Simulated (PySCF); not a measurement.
Compound: C3H6BFTe.
Atom-mapped SMILES: `[BH2:1][C@@H:2]1[CH2:3][C@H:4]([F:5])[Te:6]1` (hydrogens: H7, H8 on B1; H9 on C2; H10, H11 on C3; H12 on C4)

Computed with PBE0-D3(BJ)/def2-SVP geometry optimisation, gas phase, def2 core potentials past Kr (PySCF).

Question: List the bond lengths, angles and torsions at this level.

Answer: 
```tsv
bond	length (bohr)	order
B1–C2	2.919	single
C2–C3	2.882	single
C3–C4	2.883	single
C4–F5	2.552	single
C4–Te6	4.195	single
C2–Te6	4.264	single
B1–H7, B1–H8	2.288	single
C2–H9	2.071	single
C3–H10	2.080	single
C3–H11	2.085	single
C4–H12	2.079	single
```

Bonds in one row agree within 0.02 bohr and their mean is given. Orders are formal, as drawn. A selection of angles:
```tsv
angle	degrees
C2–B1–H7	120.8
C2–B1–H8	117.7
H7–B1–H8	120.8
B1–C2–C3	120.2
B1–C2–Te6	76.8
B1–C2–H9	121.2
C3–C2–Te6	92.5
C3–C2–H9	117.3
Te6–C2–H9	112.1
C2–C3–C4	105.0
C2–C3–H10	111.7
C2–C3–H11	112.7
C4–C3–H10	108.8
C4–C3–H11	110.7
H10–C3–H11	107.9
C3–C4–F5	113.9
C3–C4–Te6	93.9
C3–C4–H12	115.3
F5–C4–Te6	113.4
F5–C4–H12	109.0
Te6–C4–H12	110.7
C2–Te6–C4	65.4
```

Torsions: B1–C2–C3–C4 -61° (synclinal); C2–C3–C4–F5 102° (anticlinal); C3–C4–Te6–C2 11° (synperiplanar); B1–C2–Te6–C4 109° (anticlinal).

Te6 (tellurium bonded to 2 C) is bent (angle 65.4°). B1 (three-coordinate boron) is almost planar (angles 120.8°, 120.8° and 117.7°, sum 359.3°, 0.07 Å off the plane of its three neighbours). The 4-membered ring C2–C3–C4–Te6 has internal angles of 65.4° to 105.0° (sum 357°, against 360° for a flat polygon); it is puckered, 0.10 Å rms from its mean plane, widest ring torsion 16°. The C–Te distances run from 2.220 Å (C4–Te6, drawn single) to 2.256 Å (C2–Te6, drawn single), a spread of 0.036 Å.

Point group: C1 (no symmetry element, even within 0.4 Å). PBE0-D3(BJ)/def2-SVP frequencies: not computed here. The numbers are those of one conformer (H–B1–C2–C3 -10° and 179°, B1–C2–C3–C4 -61°, C2–C3–C4–F5 102°, C3–C4–Te6–C2 11°, B1–C2–Te6–C4 109°).
